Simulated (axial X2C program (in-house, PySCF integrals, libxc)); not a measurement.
**Which molecule has these constants?**

Calculated with an axial X2C code built on PySCF integrals, spin-free (one-electron X2C) or two-component (2c: spin–orbit coupling with atomic mean-field Coulomb and Gaunt terms, which also bring small scalar terms), in Dyall basis sets with cores contracted in-house; open shells are unrestricted.

A two-component PBE0 calculation in a Dyall 3-zeta basis gave Re = 2.504 Å, ωe = 424.6 cm⁻¹, dipole magnitude 6.29 D, Ω = 3/2.

Problem. Which molecule is it?
A. SrB
B. MgB
C. BaB
D. BeB
E. CaB

Solution. C. The others have MgB 2.369 Å and 369.6 cm⁻¹ (Ω = 1/2); SrB 2.440 Å and 434.5 cm⁻¹ (Ω = 3/2); BeB 1.957 Å and 617.8 cm⁻¹ (Ω = 1/2); CaB 2.308 Å and 489.8 cm⁻¹ (Ω = 3/2).

Each entry is the lowest single determinant of a limited PBE0 search at one distance. De goes to single-determinant-based atoms at the same level (for ions the charge split of lowest energy) and is withheld (n/a) where an atom does not fit its ground term or J level. Main or longest-lived isotopes. One determinant is a doubtful description, or other states lie close, for BaB, MgB, SrB, BeB, CaB; these need not be ground states, and all values refer to the states named. With several unpaired electrons the Ω given is that of one determinant, not necessarily of the lowest component. Some light 2c atoms are not at their ground J level, so De misses part of their lowering (0.04 eV or less). The functionals have no current term, which raises determinants with orbital currents. Where the atoms have a lower orbital projection than the molecule, De at mean-field level may be about a tenth of an eV too small.
